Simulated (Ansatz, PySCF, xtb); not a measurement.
Energy difference R1 → P1, each structure at its B3LYP-D3(BJ)/def2-TZVP stationary point, reached from a drawn start; harmonic modes at that level show minima.
R1, C3H4 (SMILES C#CC) (charge 0, multiplicity 1):
```xyz
7

C     -0.938    -0.092    -0.125
C      0.497     0.049     0.066
C      1.680     0.165     0.224
H     -1.166    -0.966    -0.739
H     -1.353     0.787    -0.622
H     -1.449    -0.210     0.833
H      2.728     0.267     0.363
```
P1, C3H4 (SMILES C1=CC1) (charge 0, multiplicity 1):
```tsv
atom	x (Å)	y (Å)	z (Å)
C	-0.5665	0.6645	0.0979
C	-0.6289	-0.6091	-0.0746
C	0.7611	-0.0353	-0.0148
H	-1.0627	1.6085	0.2328
H	-1.2152	-1.5029	-0.1884
H	1.3681	-0.1857	0.8766
H	1.3443	0.0600	-0.9295
```

| level | reaction energy (kJ/mol) | minus CCSD(T)/CBS(cc-pVTZ, cc-pVQZ) |
|---|---|---|
| GFN1-xTB | 91.6 | -6.4 |
| HF/cc-pVDZ | 108.7 | 10.6 |
| SVWN5/def2-TZVPP | 70.8 | -27.2 |
| BLYP-D3(BJ)/def2-TZVPP | 101.5 | 3.5 |
| revPBE/def2-TZVPP | 82.8 | -15.2 |
| revPBE-D4/def2-TZVPP | 79.9 | -18.1 |
| r2SCAN/def2-TZVPP | 87.5 | -10.6 |
| r2SCAN-D3(BJ)/def2-TZVPP | 87.5 | -10.6 |
| B3LYP-D4/def2-TZVPP | 98.7 | 0.7 |
| PBE0-D3(BJ)/def2-TZVPP | 79.2 | -18.8 |
| PBE0-D4/def2-TZVPP | 79.1 | -18.9 |
| BHLYP/def2-TZVPP | 100.6 | 2.6 |
| BHLYP-D3(BJ)/def2-TZVPP | 100.1 | 2.0 |
| M06-2X/def2-TZVPP | 84.5 | -13.5 |
| wB97M-V/def2-TZVPP | 90.5 | -7.5 |
| B2PLYP-D3(BJ)/def2-TZVPP | 102.2 | 4.1 |
| CCSD/cc-pVDZ | 96.1 | -1.9 |
| CCSD/cc-pVQZ | 99.5 | 1.5 |
| CCSD(T)/cc-pVDZ | 95.3 | -2.7 |
| CCSD(T)/CBS(cc-pVTZ, cc-pVQZ) | 98.0 | 0.0 |

 The comparison column counts from a level with limits of its own.

P less R. No zero-point or thermal terms.

Correlated levels freeze the cores. CBS(a, b) extrapolates the correlation energy as X⁻³ and adds the Hartree–Fock energy of set b.

Programs: Ansatz (a program for electronic structure); PySCF for M06-2X and the D3/D4 terms; xtb for the GFN methods. Each number belongs to the level named beside it.
